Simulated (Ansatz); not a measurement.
Consider the formal exchange of groups at a B–N bond: `NB[SeH]` + `C=NC(=N)F` → `C=NB[SeH]` + `N=C(N)F`.

Program: Ansatz. Geometries: PBE0-D4/def2-TZVP. ΔE: electronic, gas phase. CCSD(T)/CBS adds triple-zeta CCSD(T) − MP2 to the extrapolated MP2 energy (def2 sets, frozen cores). For Se outer-core shells are correlated without core-valence functions, which leaves a few kJ/mol of doubt a bond. Scalar relativity is left out up to krypton. One conformer a species, not always the lowest.

```tsv
species	SCS-MP2/def2-QZVPP energy (Eh)
`NB[SeH]`	-2482.32624
`C=NC(=N)F`	-286.92691
`C=NB[SeH]`	-2520.30853
`N=C(N)F`	-248.93922
```

Q: Work out ΔE.

A: ΔE = (-2520.30853) + (-248.93922) − (-2482.32624) − (-286.92691) = 0.00540 Eh = +14.2 kJ/mol. CCSD(T)/CBS gives +16.2 kJ/mol.

Largest T1 diagnostic among the species: 0.014.

From BLYP to BHLYP (50 % exact exchange), in def2-TZVPP and without D4, ΔE moves by +11.2 kJ/mol. Leaving LDA and LC-ωPBE aside and taking each functional with its dispersion term where it has one, the values, not all of them listed here, spread over 14.1 kJ/mol, from PBE-D4 to ωB97X-V. LDA lies −5.5 kJ/mol from PBE without D4.
